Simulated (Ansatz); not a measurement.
CH5FGeOSi (`FC1[O][GeH2][SiH2]1`), relaxed with RKS PBE0-D4/def2-TZVP in the Gaussian-basis code of Ansatz from a PBE-D4/def2-SVP geometry. The force threshold is 0.005 eV/Å; the program also tests the step.

The species carries charge 0 and has multiplicity 1.

Start:

```xyz
10

F     1.132    1.814    0.049
C     1.124    0.437    0.350
O     0.253    0.168    1.402
Ge   -1.393   -0.168    0.565
Si    0.248   -0.462   -1.153
H     2.164    0.168    0.646
H    -2.060   -1.353    1.317
H    -2.317    1.080    0.636
H     0.203    0.221   -2.491
H     0.646   -1.905   -1.321
```

```
step  energy (eV)  largest force (eV/Å)  largest move (Å)
   1  -70264.1714                 0.602             0.000
   2  -70264.2095                 0.327             0.028
   3  -70264.2149                 0.075             0.017
   4  -70264.2153                 0.057             0.008
   5  -70264.2156                 0.025             0.011
   6  -70264.2158                 0.009             0.017
   7  -70264.2158                 0.016             0.007
   8  -70264.2159                 0.004             0.002
```

End:

```xyz
10

F     1.192    1.798    0.052
C     1.113    0.433    0.335
O     0.223    0.216    1.373
Ge   -1.386   -0.174    0.566
Si    0.231   -0.458   -1.144
H     2.118    0.129    0.640
H    -2.022   -1.350    1.325
H    -2.323    1.046    0.621
H     0.194    0.232   -2.458
H     0.660   -1.872   -1.310
```

Run time 32 s (4 threads of an Arm Neoverse V2 on a shared host); peak host memory 0.64 GiB.
